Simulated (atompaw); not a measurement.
## Building the PAW (atompaw) potential for tin (Sn) (LDA (PW92), scalar-relativistic).

tin, PAW, made with atompaw 4.2.0.5 (LDA (PW92), scalar-relativistic). Core [Kr], reference 4d10 5s2 5p2. Waves: 5s (bound): rc 2.25 bohr; 5s channel at 0.7 Ry: rc 2.25 bohr; 5p (bound): rc 2.70 bohr; 5p channel at 2.15 Ry: rc 2.70 bohr; 4d (bound): rc 1.70 bohr; 4d channel at -0.5 Ry: rc 2.70 bohr. Local part: bessel scheme, radius 1.80 bohr. Core correction: smooth core density matched at 2.00 bohr. Augmentation charge: sinc compensation charge, radius 2.25 bohr; PAW radius 2.70 bohr; waves and projectors: custom polynom vanderbiltortho.

Poles of the logarithmic derivatives, all-electron (AE) and pseudo (PS). s: poles at 0.3 (AE) and 0.3, 3.5 (PS) Ry. p: poles at 1.5 (AE) and 1.5 (PS) Ry. d: poles at -1.8, 3.6 (AE) and -1.8, 3.6 (PS) Ry. Test radius 2.71 bohr.

- Cutoffs needed: 55 Ry and 90 Ry (the cutoffs (Ry, on a coarse ladder) from which the occupation-weighted sum of valence levels, in a spherical-Bessel basis at the reference potential, stays within 10 and 1 mRy of its value at 400 Ry)
- Ghost test: no extra level below or beside the all-electron valence levels (s, p, d, f tested) (spherical-Bessel basis up to 400 Ry, 20 bohr box)
- Lowest eigenvalue of the overlap operator: 0.12 (s channel)
- Overlap eigenvalues printed by atompaw (projector basis): 0.0174, 0.0603, 0.994, 41.5, 65.6, 260
- Share of each valence orbital outside the PAW sphere: 5s 30 %, 5p 60 %, 4d 1 %
